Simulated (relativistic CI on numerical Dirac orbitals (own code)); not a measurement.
**Cd3+: M2,3 absorption edge**

Computed with this model: Dirac-Coulomb-Breit CI, separate exchange-only KLI orbitals for each configuration, model QED (radiative potential, 1s self-energy scaled to tabulated hydrogen-like ionisation energies), valence Slater integrals scaled by 0.9, multiplet model of core-to-valence dipole absorption; configurations [Kr] 4d9 → [Ne] 3s2 3p5 3d10 4s2 4p6 4d10; 80 K; Lorentzian 2 eV and Gaussian 0.4 eV FWHM. Energies are those of the free ion, without screening or charge transfer. The branching ratio is the share of the lower-energy edge in the whole absorption, uncertain by about 0.02 where the edges overlap. S is read from ⟨S²⟩ = S(S + 1).

Field parameters in Wybourne normalisation: Oh B⁴₀ = 21Dq, B⁴₄ = √(5/14) B⁴₀. The field is a parameter set, without covalency.

Case Oh, 10Dq = 6000 cm⁻¹, the dichroism is that of the ground state at zero temperature, magnetised by exchange field 10 meV on Sz. The dichroism I(Δm = −1) − I(Δm = +1), over the sum of the three polarisations, integrates to -0.5941 on the lower edge and 0.0824 on the upper edge. The branching ratio is 0.918.

Problem. Use the orbital sum rule with 1 holes to get ⟨Lz⟩.

Solution. For a p → d edge ⟨Lz⟩ = 2 × n_h × (sum of both integrals) in this sign convention = -1.02; the ground state itself has ⟨Lz⟩ = -0.97 and ⟨Sz⟩ = -0.47. The rule assumes one radial integral for both edges, which relativistic orbitals only approach.
